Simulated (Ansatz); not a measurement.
Ansatz (a first-principles code) input:
A basis named .json is the Basis Set Exchange file of that set.

Ansatz 0.2 input:
```yaml
crystal:
  periodic: [false, false, false]
  atoms:
    - {symbol: N, position_ang: [-0.84752126, 1.38383139, -0.56316802]}
    - {symbol: Si, position_ang: [-0.00111640, 0.00443984, -0.01389693]}
    - {symbol: N, position_ang: [-1.19672257, -1.18325293, 0.27320153]}
    - {symbol: N, position_ang: [0.91959424, -0.01285637, 1.44334120]}
    - {symbol: O, position_ang: [1.10504587, -0.19367876, -1.22963913]}
    - {symbol: H, position_ang: [-1.61422646, 1.77852336, -0.04583409]}
    - {symbol: H, position_ang: [-0.39944362, 2.05702449, -1.16188106]}
    - {symbol: H, position_ang: [-0.97872700, -2.04037028, 0.75405548]}
    - {symbol: H, position_ang: [-1.96722473, -1.29212511, -0.36554572]}
    - {symbol: H, position_ang: [1.76720827, 0.52983391, 1.50298398]}
    - {symbol: H, position_ang: [0.44190831, -0.02498262, 2.33113185]}
    - {symbol: H, position_ang: [1.79831490, -0.83468599, -1.05686355]}
basis:
  gaussian:
    orbitals: cc-pwCVTZ.json
magnetization: {spin_polarized: false}
correlation: {method: ccsd_t, frozen_orbitals: {H: 0, N: 0, O: 0, Si: 1}}
```

Problem. What final total energy does it print?

Solution. -533.06764 Eh (CCSD(T,core; 1s of Na to Cl frozen)/cc-pwCVTZ).
